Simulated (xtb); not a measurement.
AlHI2, SMILES [I][AlH][I]. All values are semi-empirical tight-binding results from xtb (GFN2-xTB unless named), good for trends rather than for accurate numbers. Geometry optimised at GFN2-xTB.

Optimised geometry:

```xyz
4

Al     0.0000     0.0000    -0.9567
H      0.0000     0.0000    -2.4761
I      0.0000    -2.2549     0.1407
I      0.0000     2.2549     0.1407
```

For metal compounds this method's bond lengths and energies can be far off.

- point group as xtb finds it = C2v
- orbital gap = 4.78 eV
- zero-point energy = 5.5 kcal/mol
- G − E(el) at 298.15 K (modified RRHO) = -14.2 kcal/mol

Computed atomic charges and the Wiberg bond orders between heavy atoms:
charges (e) Al1 0.39, H2 -0.15, I3 -0.12, I4 -0.12. Bond orders Al1–I3 1.34, Al1–I4 1.34.
